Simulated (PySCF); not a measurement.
# Reading the logs of faulty runs: Al2CFH4

All numbers below are calculated, not measured. They come from PySCF 2.14.0, an open-source quantum chemistry program, on an isolated molecule that a program drew, which may never have been made. The molecule is Al2CFH4 (charge 0, doublet), drawn as the SMILES string `[CH3][Al][AlH][F]`.

Each row is a Hartree-Fock (HF) and frozen-core CCSD(T) single point in the cc-pV(D+d)Z basis, meant for a local HF minimum. Run 1 is clean. Each other run has one planted mistake out of seven kinds, and not every kind appears here: one electron removed, one electron added, multiplicity raised by two, geometry at a saddle point, minimal basis STO-3G, one bond length entered in bohr, all coordinates scaled. The reference is restricted for singlets and unrestricted otherwise, and also for a bond in bohr. Adding or removing an electron swaps singlet and doublet. Electrons count all cores. HOMO and LUMO are orbital energies over both spins, the gradient is its largest component, and the lowest frequency (negative if imaginary) is given only where the gradient is small. Bond lengths are over the 7 bonds as drawn. T1 is the CCSD diagnostic: over 0.02 (restricted) or 0.045 (unrestricted) a single reference is doubtful.

Geometry of the clean run:
```xyz
8
Al2CFH4, angstrom
C    -1.7685    0.4976    0.9416
Al    0.1550    0.0341    1.0172
Al    1.1923   -2.3371    1.3573
F     1.5803   -3.1904   -0.0204
H    -2.2668    0.2155    1.8778
H    -1.9499    1.5625    0.7729
H    -2.2654   -0.0610    0.1386
H     1.7425   -2.9776    2.6956
```

| run | electrons | basis functions | <S^2> | HOMO (eV) | LUMO (eV) | gradient (hartree/bohr) | lowest frequency (cm^-1) | mean bond (Å) | longest bond (Å) | T1 | HF (hartree) | CCSD(T) (hartree) | mistake |
|---|---|---|---|---|---|---|---|---|---|---|---|---|---|
| 1 | 45 | 94 | 0.787 | -7.33 | 0.50 | 1.6e-05 | 56 | 1.5896 | 2.610 | 0.0181 | -623.52626 | -624.01696 | no fault |
| 2 | 45 | 94 | 3.759 | -6.48 | -1.42 | 2.5e-02 | - | 1.5896 | 2.610 | 0.0248 | -623.42673 | -623.90669 | multiplicity raised by two |
| 3 | 45 | 32 | 0.776 | -2.95 | 7.36 | 3.4e-02 | - | 1.5896 | 2.610 | 0.0159 | -615.76159 | -615.91883 | ? |
| 4 | 45 | 94 | 0.787 | -7.38 | 0.47 | 1.1e-02 | - | 1.6134 | 2.650 | 0.0183 | -623.52488 | -624.01709 | ? |

**Which mistake was planted in run 3, and what did it cost?**

It has 32 basis functions where the clean run has 94, with the same electrons and geometry. So the mistake is: minimal basis STO-3G. Subtracting run 1 and multiplying by 627.51 kcal/mol a hartree, the energy moved by 4872.4 kcal/mol in HF and 5081.7 kcal/mol in CCSD(T).

**Which mistake was planted in run 4, and what did it cost?**

The mean and the longest bond both change by the same factor, 1.015, and the gradient is no longer small. So the mistake is: all coordinates scaled. Subtracting run 1 and multiplying by 627.51 kcal/mol a hartree, the energy moved by 0.9 kcal/mol in HF and -0.1 kcal/mol in CCSD(T).

